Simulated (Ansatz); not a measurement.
[MoO2S2]2- (MoS₂O₂²⁻). Charge -2, multiplicity 1. Geometry PBE-D4/def2-SVPD.

```xyz
5

Mo   -0.0773    0.0490    0.0340
O    -0.0306    1.5622    0.9118
O    -1.7520   -0.4322   -0.1277
S     1.0453   -1.5383    1.2200
S     0.8146    0.3593   -2.0381
```

In the def2 sets Mo takes a core potential; there is no spin–orbit coupling. LC-ωPBE has ω = 0.4 bohr⁻¹. HSE06 is defined as in plane-wave codes, on full-range PBE exchange. A multiply charged anion in the gas phase is held together partly by the finite basis. At PBE-D4/def2-TZVPD, r2SCAN-D4/def2-TZVPD, PBE0-D4/def2-TZVPD, HSE06-D4/def2-TZVPD the highest occupied level of the charge -2 singlet lies above zero (up to 3.28 eV). The electron is either unbound and held by the finite basis, or the level is raised by self-interaction error.

Q: Estimate the orbital energies around the gap (eV) in Ansatz with PBE-D4/def2-TZVPD, r2SCAN-D4/def2-TZVPD, PBE0-D4/def2-TZVPD, HSE06-D4/def2-TZVPD, LC-ωPBE/def2-TZVPD.

A: 
```json
{"orbital": "HOMO−13", "PBE-D4/def2-TZVPD": "-7.04", "r2SCAN-D4/def2-TZVPD": "-7.71", "PBE0-D4/def2-TZVPD": "-9.19", "HSE06-D4/def2-TZVPD": "-8.76", "LC-ωPBE/def2-TZVPD": "-12.55"}
{"orbital": "HOMO−12", "PBE-D4/def2-TZVPD": "-6.85", "r2SCAN-D4/def2-TZVPD": "-7.52", "PBE0-D4/def2-TZVPD": "-8.97", "HSE06-D4/def2-TZVPD": "-8.55", "LC-ωPBE/def2-TZVPD": "-12.27"}
{"orbital": "HOMO−11", "PBE-D4/def2-TZVPD": "-0.55", "r2SCAN-D4/def2-TZVPD": "-0.90", "PBE0-D4/def2-TZVPD": "-2.25", "HSE06-D4/def2-TZVPD": "-1.83", "LC-ωPBE/def2-TZVPD": "-5.40"}
{"orbital": "HOMO−10", "PBE-D4/def2-TZVPD": "-0.54", "r2SCAN-D4/def2-TZVPD": "-0.89", "PBE0-D4/def2-TZVPD": "-2.22", "HSE06-D4/def2-TZVPD": "-1.80", "LC-ωPBE/def2-TZVPD": "-5.23"}
{"orbital": "HOMO−9", "PBE-D4/def2-TZVPD": "-0.01", "r2SCAN-D4/def2-TZVPD": "-0.29", "PBE0-D4/def2-TZVPD": "-1.56", "HSE06-D4/def2-TZVPD": "-1.14", "LC-ωPBE/def2-TZVPD": "-4.69"}
{"orbital": "HOMO−8", "PBE-D4/def2-TZVPD": "0.25", "r2SCAN-D4/def2-TZVPD": "-0.06", "PBE0-D4/def2-TZVPD": "-1.26", "HSE06-D4/def2-TZVPD": "-0.84", "LC-ωPBE/def2-TZVPD": "-4.28"}
{"orbital": "HOMO−7", "PBE-D4/def2-TZVPD": "0.35", "r2SCAN-D4/def2-TZVPD": "0.05", "PBE0-D4/def2-TZVPD": "-1.21", "HSE06-D4/def2-TZVPD": "-0.79", "LC-ωPBE/def2-TZVPD": "-4.18"}
{"orbital": "HOMO−6", "PBE-D4/def2-TZVPD": "1.30", "r2SCAN-D4/def2-TZVPD": "1.05", "PBE0-D4/def2-TZVPD": "0.09", "HSE06-D4/def2-TZVPD": "0.48", "LC-ωPBE/def2-TZVPD": "-2.51"}
{"orbital": "HOMO−5", "PBE-D4/def2-TZVPD": "1.84", "r2SCAN-D4/def2-TZVPD": "1.56", "PBE0-D4/def2-TZVPD": "0.36", "HSE06-D4/def2-TZVPD": "0.77", "LC-ωPBE/def2-TZVPD": "-2.49"}
{"orbital": "HOMO−4", "PBE-D4/def2-TZVPD": "1.93", "r2SCAN-D4/def2-TZVPD": "1.67", "PBE0-D4/def2-TZVPD": "0.71", "HSE06-D4/def2-TZVPD": "1.11", "LC-ωPBE/def2-TZVPD": "-1.92"}
{"orbital": "HOMO−3", "PBE-D4/def2-TZVPD": "2.35", "r2SCAN-D4/def2-TZVPD": "2.13", "PBE0-D4/def2-TZVPD": "1.20", "HSE06-D4/def2-TZVPD": "1.60", "LC-ωPBE/def2-TZVPD": "-1.46"}
{"orbital": "HOMO−2", "PBE-D4/def2-TZVPD": "2.94", "r2SCAN-D4/def2-TZVPD": "2.73", "PBE0-D4/def2-TZVPD": "1.84", "HSE06-D4/def2-TZVPD": "2.24", "LC-ωPBE/def2-TZVPD": "-0.71"}
{"orbital": "HOMO−1", "PBE-D4/def2-TZVPD": "3.11", "r2SCAN-D4/def2-TZVPD": "2.90", "PBE0-D4/def2-TZVPD": "2.04", "HSE06-D4/def2-TZVPD": "2.43", "LC-ωPBE/def2-TZVPD": "-0.42"}
{"orbital": "HOMO", "PBE-D4/def2-TZVPD": "3.28", "r2SCAN-D4/def2-TZVPD": "3.09", "PBE0-D4/def2-TZVPD": "2.31", "HSE06-D4/def2-TZVPD": "2.69", "LC-ωPBE/def2-TZVPD": "-0.03"}
{"orbital": "LUMO", "PBE-D4/def2-TZVPD": "5.64", "r2SCAN-D4/def2-TZVPD": "6.03", "PBE0-D4/def2-TZVPD": "6.01", "HSE06-D4/def2-TZVPD": "5.76", "LC-ωPBE/def2-TZVPD": "6.93"}
{"orbital": "LUMO+1", "PBE-D4/def2-TZVPD": "5.71", "r2SCAN-D4/def2-TZVPD": "6.14", "PBE0-D4/def2-TZVPD": "6.08", "HSE06-D4/def2-TZVPD": "5.83", "LC-ωPBE/def2-TZVPD": "6.98"}
{"orbital": "LUMO+2", "PBE-D4/def2-TZVPD": "5.94", "r2SCAN-D4/def2-TZVPD": "6.15", "PBE0-D4/def2-TZVPD": "6.50", "HSE06-D4/def2-TZVPD": "6.17", "LC-ωPBE/def2-TZVPD": "7.84"}
{"orbital": "LUMO+3", "PBE-D4/def2-TZVPD": "6.20", "r2SCAN-D4/def2-TZVPD": "6.32", "PBE0-D4/def2-TZVPD": "6.88", "HSE06-D4/def2-TZVPD": "6.53", "LC-ωPBE/def2-TZVPD": "7.88"}
{"orbital": "LUMO+4", "PBE-D4/def2-TZVPD": "6.52", "r2SCAN-D4/def2-TZVPD": "7.02", "PBE0-D4/def2-TZVPD": "6.91", "HSE06-D4/def2-TZVPD": "6.65", "LC-ωPBE/def2-TZVPD": "7.97"}
{"orbital": "LUMO+5", "PBE-D4/def2-TZVPD": "6.54", "r2SCAN-D4/def2-TZVPD": "7.03", "PBE0-D4/def2-TZVPD": "7.00", "HSE06-D4/def2-TZVPD": "6.73", "LC-ωPBE/def2-TZVPD": "8.46"}
```
